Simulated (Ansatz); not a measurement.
Basis-set extrapolation for C₆H₁₁F (`FC1CCCCC1`) (PBE0-D4/def2-TZVP geometry, frozen core, the Gaussian-basis code of Ansatz). Multiplicity 1, RHF reference.

```csv
,def2-TZVPP,def2-QZVPP
HF,-333.194077,-333.208860
MP2 correlation,-1.276945,-1.365363
CCSD(T) correlation,-1.386051,not run
```

Energies in hartree. Use E(X) = E(∞) + A·exp(−7.88·√X) for Hartree–Fock and E(X) = E(∞) + B·X^(−2.97) for correlation, with X = 3 and 4, and add CCSD(T) minus MP2 of the smaller set to the MP2 limit.

Task: What is the CCSD(T) energy at the basis-set limit?

Result: HF limit: -333.208860 + (-0.014783) × 0.13774 = -333.21090. MP2 limit: -1.365363 + (-0.088418) × 0.74074 = -1.43086. Higher-order term: -1.386051 − (-1.276945) = -0.10911. Total: -334.75087 hartree, 4.65 eV below CCSD(T)/def2-TZVPP.
